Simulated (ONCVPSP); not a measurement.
# Transferability test, ONCV potential for chromium

chromium (Cr), optimised norm-conserving Vanderbilt (ONCV), made with ONCVPSP 4.0.1 (PBE, scalar-relativistic). Core [Ne] 3s2, reference 3p6 3d5 4s0.5 (charge +0.5). Waves: 4s: rc 2.65 bohr, ncon 3, nbas 7, qcut 2.6 1/bohr, 3 projectors, debl 3.9 Ha; 3p: rc 1.30 bohr, ncon 4, nbas 9, qcut 13.9 1/bohr, 2 projectors, debl 1.3 Ha; 3d: rc 1.10 bohr, ncon 4, nbas 7, qcut 7.3 1/bohr, local. Local part: the d channel. Core correction: Teter function, fcfact 2.5, rcfact 1.65.

In the p channel the program set the typed energies aside and used -1.792, 0.250 Ha.

Energies are relative to the spin-unpolarised reference configuration 3p6 3d5 4s0.5; without spin polarisation the order of configurations can differ from experiment.

Problem. Give the all-electron excitation energy and the error of the potential for: 3p6 3d5 4s1; 3p6 3d5 4s0; 3p6 3d4 4s0; 3p6 3d5 4s0 4p1.

Solution.

| valence configuration | charge | ΔE all-electron (eV) | error AE − PS (meV) |
| --- | --- | --- | --- |
| 3p6 3d5 4s1 | 0 | -2.707 | -2.0 |
| 3p6 3d5 4s0 | +1 | 4.194 | -2.4 |
| 3p6 3d4 4s0 | +2 | 20.247 | +7.6 |
| 3p6 3d5 4s0 4p1 | 0 | 0.414 | -0.9 |

Levels in the configuration 3p6 3d5 4s1:

| level | all-electron (eV) | pseudo (eV) |
| --- | --- | --- |
| 3p | -45.443 | -45.468 |
| 3d | -2.913 | -2.921 |
| 4s | -4.007 | -4.001 |

Note: ghosts flagged at negative energy: s at -148.8 eV; GHOST(+) flagged for s at 222.7 eV. A true bound ghost makes a file unfit for plane-wave use.
